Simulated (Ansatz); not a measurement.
```yaml
crystal:
  periodic: [false, false, false]
  atoms:
    - {symbol: Cl, position_ang: [-1.641455, -1.118331, 0.946687]}
    - {symbol: C, position_ang: [-1.642240, 4.114817, 2.105158]}
    - {symbol: C, position_ang: [-0.992267, 4.204598, 0.872563]}
    - {symbol: C, position_ang: [-0.418981, 3.061706, 0.295437]}
    - {symbol: C, position_ang: [-0.520328, 1.859402, 0.986824]}
    - {symbol: I, position_ang: [0.670149, 0.219558, 0.079488]}
    - {symbol: C, position_ang: [0.882077, -1.743584, -0.946224]}
    - {symbol: C, position_ang: [1.503672, -1.636078, -2.185670]}
    - {symbol: C, position_ang: [1.844035, -2.820085, -2.856599]}
    - {symbol: C, position_ang: [1.554551, -4.058784, -2.280069]}
    - {symbol: C, position_ang: [0.923513, -4.126338, -1.032651]}
    - {symbol: C, position_ang: [0.568594, -2.956505, -0.349709]}
    - {symbol: C, position_ang: [-1.171217, 1.731826, 2.206898]}
    - {symbol: C, position_ang: [-1.727706, 2.886063, 2.770149]}
    - {symbol: H, position_ang: [-2.093620, 5.006610, 2.549084]}
    - {symbol: H, position_ang: [-0.935145, 5.160298, 0.342969]}
    - {symbol: H, position_ang: [0.088252, 3.124012, -0.672666]}
    - {symbol: H, position_ang: [1.722440, -0.661660, -2.634632]}
    - {symbol: H, position_ang: [2.325311, -2.762549, -3.837595]}
    - {symbol: H, position_ang: [1.814615, -4.979788, -2.809495]}
    - {symbol: H, position_ang: [0.698030, -5.097270, -0.581193]}
    - {symbol: H, position_ang: [0.042882, -2.979357, 0.608065]}
    - {symbol: H, position_ang: [-1.258845, 0.754378, 2.686675]}
    - {symbol: H, position_ang: [-2.236336, 2.817052, 3.736526]}
basis:
  gaussian: {orbitals: def2-TZVP}
magnetization: {spin_polarized: true, initial_magnetization: 2}
hamiltonian: {xc: pbe0, dispersion: d4}
scf: {omitted_lower_state_checks: [starts]}
output: {orbitals: {seedname: orbitals}}
```

```sh
$ ansatz run in.yaml --threads 4 --pin off --events-out ev --progress --plain --max-ram 6963MiB
```

**Question.** Does this run fit into the memory that it is given?

**Answer.** No. It has 519 basis functions, and Ansatz plans for 9 GiB where 7 GiB are given.
